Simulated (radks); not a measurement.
Ba IV, 53 electrons, occupied as [Kr] 4d10 5s2 5p5.

All-electron calculation, scalar-relativistic Kohn-Sham, PBE, spin-polarised, spherical densities, point nucleus; open shells are filled with parallel spins first (spin-orbit coupling, left out, can overturn this in heavy ions). Program: a radial shooting solver on a logarithmic mesh with Libxc functionals.

Energy parts (eV):
part                      energy
total                 -221328.40
kinetic                233661.70
electron-nucleus      -534208.29
Hartree                 84571.70
exchange-correlation    -5353.52

Orbitals (lengths in bohr, moments of r in powers of bohr; <r^-3> diverges for s and p1/2; r(90%) holds 90 % of the orbital's charge):
orbital  occ.  eigenvalue (eV)  r(90%)      <r^2>  <r^-3>
1s up       1        -37286.55  0.0461  0.0008883       -
1s down     1        -37286.49  0.0461  0.0008883       -
2s up       1        -5915.383   0.170    0.01421       -
2s down     1        -5915.354   0.170    0.01421       -
2p up       3        -5306.923   0.157    0.01129    7026
2p down     3        -5306.874   0.157    0.01129    7026
3s up       1        -1269.091   0.429    0.09738       -
3s down     1        -1269.042   0.429    0.09738       -
3p up       3        -1074.050   0.434    0.09744    1382
3p down     3        -1073.993   0.434    0.09744    1382
3d up       5        -790.8654   0.417    0.08387   189.9
3d down     5        -790.8108   0.417    0.08387   189.9
4s up       1        -269.6332   0.968     0.5120       -
4s down     1        -269.5219   0.968     0.5119       -
4p up       3        -206.7017    1.04     0.5815   289.0
4p down     3        -206.5881    1.04     0.5812   289.0
4d up       5        -115.3263    1.20     0.7417   31.97
4d down     5        -115.1729    1.20     0.7396   32.01
5s up       1         -58.2192    2.29      2.878       -
5s down     1         -57.3750    2.29      2.876       -
5p up       3         -42.5562    2.64      3.764   43.18
5p down     2         -41.6900    2.65      3.786   43.17

The highest occupied level is 5p down at -41.690 eV. Spin moment in Bohr magnetons: 1. For comparison, the ionisation energy in NIST's Atomic Spectra Database is 47.0 eV (semi-empirical). In exact Kohn-Sham theory the highest level is minus the ionisation energy, but local and semilocal functionals leave it too shallow, through self-interaction and a potential that decays too fast; potentials with the right tail come closer. The density falls to 0.001 e/bohr^3 at r = 3.56 bohr.
